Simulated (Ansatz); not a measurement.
Diatomic K2, closed-shell singlet (the spin of the measured ground state). No spin–orbit coupling. K is treated without relativity.

D_e counts from the fitted minimum to each atom's lowest state at the same level, without counterpoise. The singlet is restricted.

Correlated levels freeze the inner cores; with def2 sets outer-core shells near the valence are correlated too.

Programs: Ansatz (a program for electronic structure). Each number belongs to the level named beside it.

PBE/def2-TZVPP gives 13.40 kcal/mol for the bond energy D_e.

Problem. Where do these levels fall relative to PBE: r2SCAN/def2-TZVPP, B3LYP/def2-TZVPP, wB97M-V/def2-TZVPP, B2PLYP/def2-TZVPP, CCSD(T)/def2-QZVPP.

Solution. r2SCAN/def2-TZVPP -4.45; B3LYP/def2-TZVPP -1.78; wB97M-V/def2-TZVPP 0.55; B2PLYP/def2-TZVPP -2.10; CCSD(T)/def2-QZVPP -0.67 kcal/mol. 1 of 5 lie above PBE; the widest gap is to r2SCAN/def2-TZVPP.

Doubts at one or more of the structures used: a restricted determinant that unrestricted orbitals would lower (CCSD(T)/def2-QZVPP).
